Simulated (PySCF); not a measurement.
P: excitation energy

P [Ne] 3s2 3p3 (4S) → P [Ne] 3s1 3p3 3d1 (6D), as a difference of total energies. All numbers are calculated (PySCF 2.14, the spin-free X2C one-electron Hamiltonian (Gaussian nucleus), in dyall-acv3z (19s12p6d4f, 113 functions)). Correlated levels: valence: [Ne] frozen; valence and next inner shell: 1s2 frozen; virtual orbitals above 40 to 60 times the deepest correlated orbital energy dropped. The calculations carry no spin-orbit coupling.

```
                                method  excitation energy (cm⁻¹)
                                   UHF                    100090
                                   LDA                    115610
                                   PBE                    114220
                                  PBE0                    113610
                                r2SCAN                    110220
                                  MN15                    115980
                                  BP86                    114120
                                M06-2X                    118100
                         MP2 (valence)                    112400
                     SCS-MP2 (valence)                    116120
    MP2 (valence and next inner shell)                    114160
SCS-MP2 (valence and next inner shell)                    117450
```

The upper state lies above the first ionisation limit, but in LS coupling its spin forbids autoionisation to the ground ion.

The promoted electron is Rydberg-like, and one or two diffuse shells describe it only roughly, which tends to raise the upper state.

In the upper state the promoted electron has a positive orbital energy at LDA, PBE, r2SCAN, MN15, BP86, so the basis confines it.
